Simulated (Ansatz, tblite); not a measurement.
Series (H2GaX)2: vertical triplet (eV) at several levels, gas phase, relaxed structures; Ansatz, xTB through tblite. xTB has no spin-polarisation term. The structures are stationary points that may keep the symmetry of their start. Remarks come from the PBE and PBE0 runs and from stability tests at other levels; not every state was tested. HOMO above LUMO (over both spins in singlets and doublets, within one spin in higher multiplets; at PBE or PBE0), or a gap under 0.15 eV within one spin, warns that the state may not be the lowest or that an electron is smeared out.

```json
{"species": "(H2Ga-mu-H)2 (Ga2H6)", "state": "singlet", "geometry": "PBE0-D4/def2-TZVP", "GFN2-xTB": "5.32", "r2SCAN-D4/def2-TZVP": "5.63", "PBE0-D4/def2-TZVP": "5.99", "remarks": "gap within one spin near zero at PBE or PBE0 (triplet)"}
{"species": "(H2Ga-mu-F)2 (Ga2H4F2)", "state": "singlet", "geometry": "PBE0-D4/def2-SVP", "GFN2-xTB": "6.28", "r2SCAN-D4/def2-TZVP": "6.09", "PBE0-D4/def2-TZVP": "6.46", "remarks": "–"}
{"species": "(H2Ga-mu-Cl)2 (Ga2H4Cl2)", "state": "singlet", "geometry": "PBE-D4/def2-SVP", "GFN2-xTB": "6.45", "r2SCAN-D4/def2-TZVP": "5.65", "PBE0-D4/def2-TZVP": "6.03", "remarks": "–"}
{"species": "(H2Ga-mu-OH)2 (Ga2O2H6)", "state": "singlet", "geometry": "PBE-D4/def2-SVP", "GFN2-xTB": "6.08", "r2SCAN-D4/def2-TZVP": "5.26", "PBE0-D4/def2-TZVP": "5.68", "remarks": "–"}
```

Problem. Estimate the column for PBE-D4/def2-TZVP.

Solution. (H2Ga-mu-H)2 (Ga2H6) 5.42; (H2Ga-mu-F)2 (Ga2H4F2) 5.69; (H2Ga-mu-Cl)2 (Ga2H4Cl2) 5.27; (H2Ga-mu-OH)2 (Ga2O2H6) 4.87.

Over the 4 species that have every level, the mean is 6.03 at GFN2-xTB, 5.31 at PBE-D4/def2-TZVP, 5.66 at r2SCAN-D4/def2-TZVP, 6.04 at PBE0-D4/def2-TZVP.
